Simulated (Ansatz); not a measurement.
Born–Oppenheimer molecular dynamics of Cl₂FH₂NSi (7 atoms, charge 0, multiplicity 1). It starts from a relaxed structure.

Computed with RHF/cc-pVDZ (Ansatz 0.2.0).

| Quantity | Value |
| --- | --- |
| ensemble | NVT, Langevin thermostat |
| time step | 0.5 fs |
| steps asked | 300 |
| set temperature | 300 K |
| friction | 0.001 /fs |
| seed | 576232 |

First frame:

```xyz
7
Properties=species:S:1:pos:R:3
Si -0.026 0.045 -0.082
F -0.015 -0.017 1.535
Cl 1.946 0.053 -0.636
N -0.805 1.398 -0.731
H -1.806 1.462 -0.713
H -0.369 2.300 -0.689
Cl -0.991 -1.659 -0.684
```

(1) How far do the bonds stretch over the last three quarters of this one trajectory? (Pairs bonded in most of those frames.)

## Answers

(1) 
| bond | mean (Å) | spread (Å) | shortest | longest |
| --- | --- | --- | --- | --- |
| Si1–F2 | 1.618 | 0.008 | 1.60 | 1.63 |
| Si1–Cl3 | 2.057 | 0.008 | 2.04 | 2.07 |
| Si1–N4 | 1.689 | 0.012 | 1.67 | 1.71 |
| Si1–Cl7 | 2.053 | 0.014 | 2.03 | 2.08 |
| N4–H5 | 1.003 | 0.021 | 0.97 | 1.04 |
| N4–H6 | 1.004 | 0.022 | 0.96 | 1.04 |

Mean temperature of the second half: 167 K. The mean temperature of the second half is 44 % below the set value. A run of 0.15 ps of so small a system gives no equilibrium averages.

Time of the run: 11 min on 1 thread of Arm Neoverse V1, with other jobs on the host, peak memory 0.19 GiB.
